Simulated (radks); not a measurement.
The terbium ion Tb+ inside a hard spherical wall (all orbitals vanish at R), configuration held at [Xe] 4f9 6s1 and not refilled when levels cross. Calculated with a radial shooting solver on a logarithmic mesh with Libxc functionals: scalar-relativistic Kohn-Sham, PBE, spin-polarised, spherical densities, point nucleus; open shells are filled with parallel spins first (spin-orbit coupling, left out, can overturn this in heavy ions). Eigenvalues in eV for spin up, with the zero of energy where the potential of the charges vanishes at infinity; a dash marks a level that is unbound or too diffuse for the functional's potential to be trusted. A positive occupied level is held by the wall or, in an anion where self-interaction has pushed it up, behind a barrier. The pressure on the wall is -dE/dV.

R (bohr)  E (hartree)  kinetic (hartree)    e(5s)    e(5p)    e(4f)   e(6s)  e(5d, empty)  e(6p, empty)  pressure (GPa)
free      -11708.8902          12603.448  -54.766  -31.886  -10.745  -9.128        -7.359        -5.695               0
20        -11708.8902          12603.448  -54.766  -31.886  -10.745  -9.128        -7.359        -5.695        < 0.0001
15        -11708.8902          12603.448  -54.766  -31.886  -10.745  -9.128        -7.359        -5.694        < 0.0001
6         -11708.8533          12603.669  -53.981  -31.136   -9.953  -7.786        -6.496        -2.804            2.70
3.5       -11708.0569          12607.194  -48.681  -25.975   -3.771  11.073         1.897        24.145             245
3         -11706.9910          12611.787  -44.004  -20.889    1.998  29.865         9.818        47.506             871
1.5       -11655.5596          12784.885   91.174   137.41   110.58  470.90        208.95        523.60          160000
